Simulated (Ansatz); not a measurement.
Gas-phase electronic energies from Ansatz, PBE0-D4/def2-TZVP geometries. CBS: MP2 limit from def2 TZ/QZ plus the TZ coupled-cluster correction, frozen cores. This one scheme is used for every species. DFT in def2-TZVPP. def2 core potentials past Kr. For Te outer-core shells are correlated without core-valence functions, which leaves a few kJ/mol of doubt a bond. Each species was taken in one conformer, which may not be the lowest.

`O=CC[SiH2]O` + H₂Te → `O=C[TeH]` + `C[SiH2]O`  (substitution at a C–C bond)

```csv
level,ΔE (eV)
PBE0-D4,0.02
ωB97X-V,0.11
PBE0,0.00
MP2/def2-TZVPP,0.02
CCSD/def2-TZVPP,0.10
HF/def2-QZVPP,0.17
HF/CBS(def2),0.17
MP2/CBS(def2),-0.02
```

What does CCSD(T)/CBS give? (An estimate is asked.)

Ansatz gave: +0.02 eV. The listed levels differ from it by 0.00, 0.09, -0.02, 0.00, 0.08, 0.15, 0.15, -0.04 eV.

Largest T1 diagnostic among the species: 0.016.

In def2-TZVPP, CCSD(T) changes the Hartree–Fock value by −0.12 eV (the triples alone add −0.04 eV) and MP2 by −0.16 eV. The D4 term adds +0.04 eV with B3LYP and +0.02 eV with PBE0; it sums over pairs of atoms, weighted by their polarisabilities, and B3LYP, whose exchange is more repulsive, gets the larger term.

B3LYP here is the variant with VWN-RPA as its local correlation; programs differ in this.
